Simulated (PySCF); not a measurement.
Do core-level shifts follow atomic charges?

Species: C₃H₆OSi.
Structure used (GFN2-xTB), in Å, numbered top down from 1:
```
atom  x, y, z in Å
C1     2.316    0.494    0.180
C2     1.362   -0.225    0.097
C3     0.170   -1.030    0.007
Si4   -1.357    0.056   -0.399
O5    -1.480    1.278    0.665
H6     3.179    1.087    0.250
H7     0.313   -1.793   -0.758
H8     0.023   -1.545    0.959
H9    -1.212    0.569   -1.762
H10   -2.590   -0.686   -0.177
H11   -0.719    1.797    0.913
```

Binding energies: delta-SCF UKS SCAN, pcX-2 on the ionised atom, pcseg-1 elsewhere, spin-free X2C in PySCF. Charges: PBE0/pcSseg-1 ground-state density, for the ionised atom.

```
atom                  environment  C 1s (eV)  Mulliken (e)  IAO (e)  Hirshfeld (e)  ESP (e)
  C1       terminal alkyne carbon     290.06        -0.360   -0.278         -0.135   -0.591
  C2                alkyne carbon     290.81        +0.100   -0.022         -0.043   +0.236
  C3  sp3 carbon bound to silicon     291.09        -0.472   -0.585         -0.146   -0.641
```

Give the correlation coefficient and slope of binding energy on charge for each scheme.

ESP: r = 0.21, slope 0.2 eV per e; Hirshfeld: r = 0.16, slope 1.5 eV per e; Mulliken: r = 0.07, slope 0.1 eV per e; IAO: r = -0.31, slope -0.6 eV per e. On 3 points no scheme stands out.

The point-charge model writes a binding energy as kq + V + constant, with V the potential of the other atoms' charges at the site. What does it give with the ESP charges?

V = Σ 14.40 eV Å × q/r over all other atoms: +7.27 eV at C1, -6.50 eV at C2, +8.96 eV at C3. Fitting binding energy − V to q gives k = 17.4 eV per e and leaves an rms residual of 0.09 eV, against 0.43 eV for the fit on q alone. The model has no term for differences in relaxation between sites.

The unrestricted hole states depart most from a pure doublet (⟨S²⟩ = 0.75; over 0.85 named) for C 1s of C2 (0.86), which makes this value less certain. The structure is a single GFN2-xTB conformer in the gas phase; no vibrational or solvent corrections.
